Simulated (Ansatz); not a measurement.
A short molecular-dynamics run on the cluster Li6H6⁻ (the lowest doublet isomer of a short search).

```yaml
crystal:
  periodic: [false, false, false]
  atoms:
    - {symbol: Li, position_ang: [-0.106694, 0.824572, 1.110909]}
    - {symbol: Li, position_ang: [2.087543, -0.394216, 0.492343]}
    - {symbol: Li, position_ang: [-2.084305, 0.391912, -0.493546]}
    - {symbol: Li, position_ang: [1.298585, 1.458858, -0.962452]}
    - {symbol: Li, position_ang: [0.107220, -0.827205, -1.110871]}
    - {symbol: Li, position_ang: [-1.300055, -1.463593, 0.960834]}
    - {symbol: H, position_ang: [-1.671476, -1.366776, -0.839752]}
    - {symbol: H, position_ang: [1.879823, -0.246220, -1.331111]}
    - {symbol: H, position_ang: [-0.452229, 1.066143, -0.833892]}
    - {symbol: H, position_ang: [-1.878670, 0.248086, 1.332901]}
    - {symbol: H, position_ang: [0.450459, -1.060353, 0.833398]}
    - {symbol: H, position_ang: [1.669800, 1.368782, 0.841238]}
basis:
  gaussian: {orbitals: def2-SVP}
total_charge: -1
magnetization: {spin_polarized: true, initial_magnetization: 1}
hamiltonian: {xc: {name: revPBE}, dispersion: d3bj}
md: {timestep: 1 fs, n_steps: 15, ensemble: nvt_nose_hoover, temperature: 300, initial_velocities: maxwell_boltzmann, seed: 45}
scf: {omitted_lower_state_checks: [starts]}
```

```sh
$ ansatz run in.yaml --threads 4 --pin off --events-out ev --progress --plain --max-ram 3916MiB
```

```csv
step,time (fs),potential energy (eV),kinetic (eV),T (K),conserved (eV)
0,0.0,-1327.6990,0.3878,300,-1327.3112
1,1.0,-1327.7009,0.3897,301,-1327.3112
2,2.0,-1327.6946,0.3834,297,-1327.3111
3,3.0,-1327.6803,0.3693,286,-1327.3110
4,4.0,-1327.6602,0.3494,270,-1327.3108
5,5.0,-1327.6370,0.3264,252,-1327.3106
6,6.0,-1327.6138,0.3034,235,-1327.3105
7,7.0,-1327.5936,0.2833,219,-1327.3103
8,8.0,-1327.5781,0.2679,207,-1327.3103
9,9.0,-1327.5681,0.2579,200,-1327.3103
10,10.0,-1327.5632,0.2530,196,-1327.3104
11,11.0,-1327.5619,0.2517,195,-1327.3105
12,12.0,-1327.5623,0.2521,195,-1327.3107
13,13.0,-1327.5624,0.2523,195,-1327.3107
14,14.0,-1327.5607,0.2507,194,-1327.3108
15,15.0,-1327.5563,0.2464,191,-1327.3108
```

Velocities are drawn at the set temperature; a run this short doesn't reach equilibrium.

The highest occupied level of an anion often lies above zero with these methods, and sets without diffuse functions describe the outer electron poorly.

Frames (Å, forces in eV/Å):

```xyz
12
time=0.0 fs
Li   -0.107    0.825    1.111    0.001    0.005    0.007
Li    2.088   -0.394    0.492    0.132   -0.058    0.065
Li   -2.084    0.392   -0.494   -0.138    0.065   -0.052
Li    1.299    1.459   -0.962   -0.008   -0.099    0.086
Li    0.107   -0.827   -1.111    0.000   -0.002   -0.002
Li   -1.300   -1.464    0.961    0.011    0.113   -0.073
H    -1.671   -1.367   -0.840    0.045   -0.086    0.014
H     1.880   -0.246   -1.331   -0.038    0.033   -0.084
H    -0.452    1.066   -0.834    0.012    0.095   -0.077
H    -1.879    0.248    1.333    0.033   -0.043    0.073
H     0.450   -1.060    0.833   -0.013   -0.103    0.068
H     1.670    1.369    0.841   -0.039    0.079   -0.025
12
time=1.0 fs
Li   -0.107    0.821    1.118    0.000    0.004   -0.004
Li    2.076   -0.392    0.486   -0.031    0.106   -0.047
Li   -2.069    0.397   -0.495    0.066   -0.090    0.054
Li    1.295    1.466   -0.964    0.082    0.103   -0.090
Li    0.102   -0.832   -1.112    0.085    0.016   -0.010
Li   -1.304   -1.468    0.966   -0.014   -0.101    0.080
H    -1.645   -1.369   -0.847   -0.065    0.045   -0.055
H     1.897   -0.250   -1.326   -0.013   -0.086    0.000
H    -0.436    1.051   -0.848   -0.125    0.071   -0.043
H    -1.885    0.257    1.332    0.005    0.067   -0.047
H     0.472   -1.058    0.847   -0.042   -0.108    0.064
H     1.653    1.368    0.835    0.052   -0.026    0.098
12
time=2.0 fs
Li   -0.106    0.818    1.126    0.000    0.002   -0.012
Li    2.065   -0.390    0.479    0.041    0.126   -0.028
Li   -2.054    0.401   -0.496    0.045   -0.105    0.035
Li    1.292    1.473   -0.967    0.107    0.072   -0.095
Li    0.097   -0.836   -1.114    0.176    0.032   -0.020
Li   -1.309   -1.472    0.972    0.022   -0.081    0.064
H    -1.619   -1.370   -0.854   -0.127    0.040   -0.017
H     1.915   -0.255   -1.320   -0.046   -0.071   -0.023
H    -0.421    1.036   -0.862   -0.164    0.080   -0.025
H    -1.891    0.267    1.330    0.031    0.044   -0.062
H     0.493   -1.057    0.861   -0.168   -0.140    0.073
H     1.637    1.365    0.830    0.083    0.002    0.111
12
time=3.0 fs
Li   -0.106    0.815    1.133    0.000   -0.002   -0.016
Li    2.054   -0.388    0.472    0.116    0.143   -0.007
Li   -2.039    0.406   -0.498    0.022   -0.118    0.016
Li    1.289    1.480   -0.969    0.131    0.041   -0.096
Li    0.093   -0.840   -1.115    0.270    0.048   -0.031
Li   -1.313   -1.477    0.977    0.052   -0.062    0.046
H    -1.595   -1.370   -0.862   -0.196    0.030    0.022
H     1.932   -0.261   -1.315   -0.077   -0.053   -0.047
H    -0.408    1.022   -0.876   -0.195    0.091   -0.010
H    -1.898    0.278    1.328    0.055    0.021   -0.075
H     0.513   -1.057    0.875   -0.287   -0.168    0.080
H     1.622    1.363    0.826    0.110    0.030    0.119
12
time=4.0 fs
Li   -0.106    0.812    1.140   -0.001   -0.007   -0.018
Li    2.043   -0.385    0.466    0.189    0.157    0.017
Li   -2.023    0.410   -0.499   -0.006   -0.130   -0.003
Li    1.286    1.487   -0.971    0.151    0.013   -0.095
Li    0.089   -0.845   -1.116    0.363    0.062   -0.045
Li   -1.318   -1.482    0.983    0.075   -0.043    0.027
H    -1.573   -1.371   -0.870   -0.268    0.016    0.062
H     1.949   -0.267   -1.310   -0.107   -0.034   -0.072
H    -0.397    1.009   -0.891   -0.216    0.103    0.002
H    -1.903    0.289    1.325    0.077   -0.002   -0.084
H     0.530   -1.058    0.890   -0.389   -0.190    0.086
H     1.608    1.362    0.823    0.133    0.055    0.121
12
time=5.0 fs
Li   -0.106    0.809    1.148   -0.003   -0.011   -0.016
Li    2.032   -0.383    0.459    0.252    0.166    0.044
Li   -2.008    0.414   -0.500   -0.037   -0.142   -0.020
Li    1.284    1.494   -0.974    0.166   -0.013   -0.091
Li    0.085   -0.849   -1.118    0.452    0.075   -0.060
Li   -1.322   -1.486    0.989    0.091   -0.026    0.008
H    -1.553   -1.371   -0.877   -0.340   -0.001    0.100
H     1.964   -0.274   -1.306   -0.136   -0.016   -0.095
H    -0.388    0.997   -0.905   -0.224    0.116    0.012
H    -1.908    0.300    1.321    0.096   -0.022   -0.089
H     0.544   -1.061    0.907   -0.468   -0.203    0.088
H     1.595    1.360    0.821    0.151    0.077    0.118
12
time=6.0 fs
Li   -0.106    0.806    1.155   -0.006   -0.014   -0.011
Li    2.022   -0.380    0.452    0.300    0.167    0.075
Li   -1.993    0.418   -0.501   -0.073   -0.153   -0.036
Li    1.281    1.501   -0.977    0.176   -0.035   -0.086
Li    0.082   -0.853   -1.120    0.531    0.085   -0.077
Li   -1.326   -1.491    0.994    0.101   -0.009   -0.011
H    -1.536   -1.371   -0.884   -0.407   -0.018    0.135
H     1.979   -0.281   -1.302   -0.162    0.000   -0.115
H    -0.381    0.986   -0.920   -0.219    0.130    0.019
H    -1.912    0.310    1.317    0.111   -0.041   -0.089
H     0.553   -1.067    0.924   -0.517   -0.204    0.085
H     1.584    1.360    0.821    0.164    0.093    0.111
12
time=7.0 fs
Li   -0.105    0.803    1.162   -0.010   -0.017   -0.004
Li    2.012   -0.377    0.446    0.330    0.159    0.112
Li   -1.978    0.421   -0.503   -0.114   -0.164   -0.050
Li    1.279    1.508   -0.980    0.181   -0.054   -0.081
Li    0.079   -0.857   -1.121    0.595    0.092   -0.093
Li   -1.330   -1.496    1.000    0.106    0.008   -0.029
H    -1.523   -1.372   -0.889   -0.461   -0.034    0.164
H     1.991   -0.288   -1.300   -0.186    0.013   -0.131
H    -0.376    0.977   -0.934   -0.201    0.144    0.023
H    -1.915    0.320    1.311    0.123   -0.057   -0.085
H     0.556   -1.074    0.941   -0.535   -0.193    0.075
H     1.574    1.360    0.821    0.173    0.103    0.099
12
time=8.0 fs
Li   -0.105    0.800    1.170   -0.014   -0.019    0.004
Li    2.002   -0.373    0.440    0.342    0.143    0.152
Li   -1.963    0.425   -0.504   -0.160   -0.176   -0.061
Li    1.278    1.515   -0.983    0.180   -0.070   -0.074
Li    0.078   -0.861   -1.123    0.637    0.094   -0.109
Li   -1.334   -1.501    1.006    0.106    0.024   -0.046
H    -1.515   -1.372   -0.892   -0.498   -0.046    0.186
H     2.002   -0.295   -1.299   -0.208    0.024   -0.141
H    -0.373    0.968   -0.948   -0.170    0.157    0.024
H    -1.917    0.330    1.305    0.130   -0.071   -0.076
H     0.555   -1.083    0.960   -0.521   -0.168    0.057
H     1.566    1.362    0.822    0.176    0.106    0.084
12
time=9.0 fs
Li   -0.105    0.797    1.177   -0.018   -0.018    0.015
Li    1.993   -0.370    0.433    0.338    0.119    0.196
Li   -1.948    0.428   -0.506   -0.210   -0.187   -0.069
Li    1.276    1.522   -0.986    0.175   -0.082   -0.068
Li    0.077   -0.864   -1.125    0.655    0.091   -0.123
Li   -1.337   -1.505    1.011    0.100    0.040   -0.063
H    -1.511   -1.373   -0.894   -0.512   -0.054    0.200
H     2.011   -0.301   -1.299   -0.228    0.033   -0.146
H    -0.372    0.961   -0.962   -0.128    0.169    0.023
H    -1.917    0.339    1.298    0.133   -0.081   -0.063
H     0.549   -1.094    0.979   -0.478   -0.133    0.031
H     1.560    1.364    0.825    0.175    0.102    0.067
12
time=10.0 fs
Li   -0.105    0.793    1.184   -0.021   -0.017    0.026
Li    1.984   -0.366    0.427    0.322    0.089    0.241
Li   -1.933    0.431   -0.507   -0.264   -0.198   -0.075
Li    1.275    1.529   -0.989    0.166   -0.091   -0.062
Li    0.077   -0.868   -1.127    0.647    0.083   -0.135
Li   -1.341   -1.510    1.017    0.089    0.057   -0.078
H    -1.513   -1.375   -0.893   -0.502   -0.055    0.206
H     2.018   -0.307   -1.301   -0.246    0.038   -0.144
H    -0.372    0.956   -0.975   -0.080    0.179    0.019
H    -1.917    0.347    1.290    0.132   -0.088   -0.046
H     0.538   -1.106    0.998   -0.412   -0.089   -0.001
H     1.555    1.367    0.828    0.169    0.092    0.049
12
time=11.0 fs
Li   -0.105    0.790    1.192   -0.023   -0.013    0.037
Li    1.976   -0.362    0.422    0.300    0.056    0.285
Li   -1.919    0.433   -0.509   -0.320   -0.208   -0.077
Li    1.273    1.536   -0.992    0.156   -0.098   -0.057
Li    0.079   -0.871   -1.130    0.615    0.070   -0.145
Li   -1.344   -1.515    1.022    0.072    0.073   -0.092
H    -1.519   -1.377   -0.891   -0.468   -0.050    0.204
H     2.022   -0.313   -1.304   -0.261    0.041   -0.135
H    -0.373    0.953   -0.988   -0.028    0.185    0.014
H    -1.915    0.354    1.282    0.128   -0.093   -0.025
H     0.524   -1.119    1.018   -0.328   -0.039   -0.037
H     1.552    1.372    0.831    0.159    0.075    0.029
12
time=12.0 fs
Li   -0.105    0.787    1.199   -0.024   -0.008    0.048
Li    1.968   -0.358    0.417    0.277    0.023    0.324
Li   -1.905    0.436   -0.511   -0.376   -0.218   -0.078
Li    1.273    1.542   -0.996    0.145   -0.102   -0.052
Li    0.081   -0.875   -1.132    0.561    0.054   -0.152
Li   -1.348   -1.519    1.028    0.049    0.090   -0.105
H    -1.529   -1.380   -0.887   -0.413   -0.040    0.195
H     2.024   -0.318   -1.308   -0.272    0.041   -0.120
H    -0.374    0.951   -1.002    0.022    0.187    0.008
H    -1.911    0.361    1.274    0.120   -0.094   -0.002
H     0.506   -1.132    1.037   -0.233    0.012   -0.075
H     1.550    1.377    0.835    0.144    0.054    0.010
12
time=13.0 fs
Li   -0.105    0.784    1.207   -0.023   -0.001    0.059
Li    1.961   -0.354    0.412    0.255   -0.009    0.357
Li   -1.892    0.438   -0.512   -0.430   -0.225   -0.076
Li    1.272    1.549   -0.999    0.135   -0.104   -0.048
Li    0.083   -0.878   -1.135    0.491    0.036   -0.158
Li   -1.351   -1.524    1.033    0.022    0.105   -0.118
H    -1.544   -1.383   -0.881   -0.341   -0.025    0.180
H     2.023   -0.323   -1.314   -0.280    0.040   -0.100
H    -0.374    0.951   -1.015    0.068    0.184    0.001
H    -1.907    0.367    1.265    0.109   -0.093    0.022
H     0.486   -1.145    1.055   -0.133    0.062   -0.111
H     1.550    1.382    0.838    0.127    0.029   -0.008
12
time=14.0 fs
Li   -0.105    0.780    1.214   -0.019    0.006    0.069
Li    1.954   -0.350    0.408    0.236   -0.037    0.383
Li   -1.880    0.439   -0.514   -0.478   -0.231   -0.074
Li    1.271    1.555   -1.002    0.126   -0.105   -0.044
Li    0.087   -0.881   -1.138    0.412    0.019   -0.161
Li   -1.354   -1.528    1.038   -0.010    0.120   -0.129
H    -1.562   -1.386   -0.873   -0.260   -0.009    0.159
H     2.020   -0.328   -1.320   -0.284    0.036   -0.075
H    -0.374    0.953   -1.028    0.103    0.176   -0.006
H    -1.902    0.371    1.257    0.095   -0.089    0.047
H     0.464   -1.157    1.072   -0.030    0.110   -0.144
H     1.551    1.388    0.842    0.108    0.003   -0.025
12
time=15.0 fs
Li   -0.105    0.777    1.222   -0.012    0.015    0.078
Li    1.947   -0.346    0.404    0.223   -0.062    0.400
Li   -1.868    0.441   -0.517   -0.520   -0.234   -0.070
Li    1.271    1.561   -1.006    0.120   -0.104   -0.040
Li    0.091   -0.885   -1.141    0.329    0.004   -0.163
Li   -1.357   -1.532    1.043   -0.045    0.135   -0.139
H    -1.582   -1.390   -0.863   -0.175    0.008    0.135
H     2.014   -0.332   -1.328   -0.282    0.032   -0.047
H    -0.373    0.956   -1.041    0.126    0.162   -0.011
H    -1.895    0.375    1.250    0.079   -0.083    0.072
H     0.443   -1.169    1.088    0.070    0.151   -0.174
H     1.553    1.394    0.845    0.088   -0.024   -0.041
```

Run time 35 s (4 threads of Arm Neoverse V1 on a shared host).
